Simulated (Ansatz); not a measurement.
```yaml
crystal:
  periodic: [false, false, false]
  atoms:
    - {symbol: N, position_ang: [-0.776935, 0.355853, 0.566400]}
    - {symbol: Si, position_ang: [0.412723, -0.301018, -0.292031]}
    - {symbol: F, position_ang: [0.935761, -1.520170, 0.441479]}
    - {symbol: F, position_ang: [0.011447, -0.820471, -1.661819]}
    - {symbol: Br, position_ang: [1.937371, 1.108081, -0.601562]}
    - {symbol: H, position_ang: [-1.448545, -0.175435, 1.013190]}
    - {symbol: H, position_ang: [-1.013070, 1.287978, 0.490470]}
basis:
  gaussian: {orbitals: def2-TZVPD, nuclear_model: gaussian}
hamiltonian: {xc: {name: HF}}
correlation: {active_space: {window: {electrons: 3, orbitals: 2}}}
output: {forces: true}
```

```sh
$ ansatz run in.yaml --threads 4 --pin off --events-out ev --progress --plain --max-ram 10444MiB
```

It prints (some lines left out):

```
Functional definition: HF
1522 factors; integrals over basis functions are off by at most 1.3e-3 eV
mean field evaluation 1: about -84792.1113 eV, gradient 4.6e1 eV
mean field evaluation 2: about -84792.2508 eV, gradient 4.6e1 eV
mean field evaluation 4: about -84795.7059 eV, gradient 2.6e0 eV
mean field evaluation 8: about -84795.7392 eV, gradient 2.2e-1 eV
mean field -84795.73935167 eV, -3116.1859445574 hartree, gradient 1.1e-6 eV, S^2 0.000000; 0 other end points of the search recorded, 0 dependent functions left out
reference -84795.73935167 eV, -3116.1859445574 hartree; 38, 38 occupied and 197, 197 virtual orbitals, 1522 factors
Error: 3 electrons in 2 orbitals form no window around the highest filled level of the reference
```

Question: What is wrong with this run?

Answer: The active space doesn't fit the electrons. The run stopped with an error.
